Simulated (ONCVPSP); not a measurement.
## What the settings do to the ONCV potential of Mg (Z = 12)

Base potential:

- Element: magnesium (Mg)
- Generator: ONCVPSP 4.0.1
- Type: optimised norm-conserving Vanderbilt (ONCV)
- Functional: LDA (Perdew-Wang 92)
- Relativity: scalar-relativistic
- Frozen core: [He] 2s2
- Valence charge: 8
- Reference configuration: 2p6 3s1 (charge +1)
- Partial waves: 3s: rc 2.45 bohr, ncon 4, nbas 8, qcut 2.5 1/bohr, 2 projectors, debl 1.1 Ha; 2p: rc 0.95 bohr, ncon 4, nbas 8, qcut 16.2 1/bohr, 2 projectors, debl 1.1 Ha; d scattering state at 0.02 Ha: rc 2.10 bohr, ncon 4, nbas 8, qcut 5.4 1/bohr, 2 projectors, debl 0.5 Ha
- Local potential: polynomial inside 0.85 bohr (lpopt 4, dvloc0 1 Ha)
- Core correction: Teter function, fcfact 1.75, rcfact 1.45

In the p channel the program set the typed energies aside and used -2.052, 0.250 Ha.

All-electron outer shells of the reference configuration (LDA (PZ), scalar-relativistic, ld1.x):

```tsv
shell	level (eV)	outermost node (bohr)	outermost maximum (bohr)
2s	-88.40	0.18	0.55
2p	-55.81	–	0.48
3s	-11.53	0.90	2.35
```

Cutoffs, loose and tight: the cutoffs (Ha) at which the residual kinetic energy of the hardest occupied pseudo-wave falls to 1 and 0.1 mHa per electron. They do not see the model core or the augmentation charge, which bear on the density cutoff. Test errors are all-electron minus pseudo excitation energies from the reference, over the configurations 2p6 3s2; 2p6 3s0; 2p6 3s1.5; 2p5 3s2. A dash means not determined; rows that change the core or the reference have their own tests. The largest error is taken over the tests solved by every variant that gives reliable tests at all: 2p6 3s0; 2p6 3s1.5; 2p6 3s2.

1 further variants are left out, since the program set their typed debl aside.

A true bound ghost makes a file unfit for plane-wave use even where its test errors are small: the radial tests pick states by their node count and pass the ghost by.

```tsv
change	outcome	cutoff, loose	cutoff, tight	bound ghosts	GHOST(+) flags above zero	largest test error (meV)
base	generated, projector energies reset by the program	90 Ha	104 Ha	none	s	+3.3
p: rc 1.04	generated, projector energies reset by the program	84 Ha	97 Ha	none	s	+3.3
all radii but the core radius scaled by about 0.87 (s 2.12, p 0.82, d 1.82 bohr); local potential polynomial inside 0.74 bohr (lpopt 4, dvloc0 1 Ha)	generated, projector energies reset by the program	102 Ha	117 Ha	none	s	+15
core correction Teter function, fcfact 1.75, rcfact 1.5	generated, projector energies reset by the program	90 Ha	104 Ha	none	s	+3.3
s: qcut 3.1; p: qcut 20.1; d: qcut 6.7	generated, projector energies reset by the program	106 Ha	124 Ha	none	s	+13
core [Ne], valence charge 2; reference 3s2; waves now 3s: rc 2.80 bohr, ncon 5, nbas 9, qcut 2.8 1/bohr, 2 projectors, debl 2.8 Ha; p scattering state at 0.03 Ha: rc 2.95 bohr, ncon 5, nbas 9, qcut 2.7 1/bohr, 2 projectors, debl 0.6 Ha; d scattering state at 0.05 Ha: rc 2.25 bohr, ncon 4, nbas 8, qcut 4 1/bohr, 2 projectors, debl 1.6 Ha; local potential polynomial inside 2.00 bohr (lpopt 5, dvloc0 0 Ha)	generated, projector energies reset by the program	3.2 Ha	8.2 Ha	none	none	+5.4
core correction none	generated, projector energies reset by the program	90 Ha	104 Ha	none	s	+3.3
non-relativistic	generated, projector energies reset by the program	90 Ha	104 Ha	none	s	+4.1
local potential polynomial inside 0.85 bohr (lpopt 4, dvloc0 1.5 Ha)	generated, projector energies reset by the program	90 Ha	104 Ha	none	s	+3.3
d: qcut 4.8	generated, projector energies reset by the program	90 Ha	104 Ha	none	s	+3.3
p: qcut 19.1	generated, projector energies reset by the program	105 Ha	123 Ha	none	s	+3.2
s: nproj 1	generated, projector energies reset by the program	90 Ha	104 Ha	s	none	+29
```
